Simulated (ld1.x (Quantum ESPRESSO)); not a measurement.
# Ranking TM semilocal potentials for boron

All share these settings but for the change named:

```json
{
 "Element": "B (Z = 5)",
 "Generator": "ld1.x (Quantum ESPRESSO) 7.5",
 "Type": "norm-conserving Troullier–Martins (semilocal form)",
 "Functional": "PBE",
 "Relativity": "scalar-relativistic",
 "Frozen core": "[He]",
 "Valence charge": "3",
 "Reference configuration": "2s2 2p1",
 "Partial waves": "2p (bound): rc 2.70 bohr; 3d channel at 0.05 Ry: rc 2.40 bohr; 2s (bound): rc 1.50 bohr",
 "Local potential": "the s channel",
 "Core correction": "none"
}
```

Cutoff: the first of the cutoffs (Ry, on a coarse ladder) from which the occupation-weighted sum of valence levels, in a spherical-Bessel basis at the reference potential, stays within 10 and 1 mRy of its value at 400 Ry; the density cutoff is not measured.

The base gives 18 Ry.

Of 9 variants that were run, those that failed, showed a ghost or another fault, or gave nearly equal values are left out.

A variant can come out equal or close to the base.

(1) Rank these variants from softest to hardest (loose cutoff).
A. wave 2s (bound): rc 1.50 bohr becomes 2s (bound): rc 1.76 bohr
B. wave 2s (bound): rc 1.50 bohr becomes 2s (bound): rc 1.98 bohr
C. wave 2s (bound): rc 1.50 bohr becomes 2s (bound): rc 1.10 bohr
D. wave 2s (bound): rc 1.50 bohr becomes 2s (bound): rc 0.94 bohr

## Answers

(1) B (15 Ry), A (18 Ry), C (21 Ry), D (70 Ry).
